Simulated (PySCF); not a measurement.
Gas-phase reaction: 4 GeCl2 + H2O2 = Ge2O2 + 6 Cl + 2 GeHCl

Method: PySCF energies plus ideal-gas RRHO corrections (1 bar). † marks an energy on the PBE0/def2-TZVP geometry and frequencies. CCSD(T) freezes the core. Open shells (unrestricted): Cl (multiplicity 2); the rest are closed-shell singlets. Spin-orbit splitting is ignored; it lowers the true energy and changes the entropy of Cl. B3LYP is the form with VWN-RPA correlation. Ge: all electrons, no relativistic terms. Ge2O2, GeHCl: computed as isolated molecules; such fragments, hydroxides, amides, oligomers or adducts are transient or little studied in the gas. CCSD(T) isn't extrapolated to the basis-set limit.

B3LYP/def2-TZVP† gives ΔH°(298 K) = 1323 kJ.

**Question.** What do PBE/def2-TZVP†, CCSD(T)/def2-TZVPP†, PBE0/def2-SVP† give?

**Answer.** PBE/def2-TZVP†: 1458 kJ; CCSD(T)/def2-TZVPP†: 1277 kJ; PBE0/def2-SVP†: 1389 kJ. For scale, ΔH°(298 K) is 1323 kJ at this level, 1386 kJ at ωB97M-V/def2-TZVP†, and runs from 817 to 1684 kJ over the 20 levels computed.
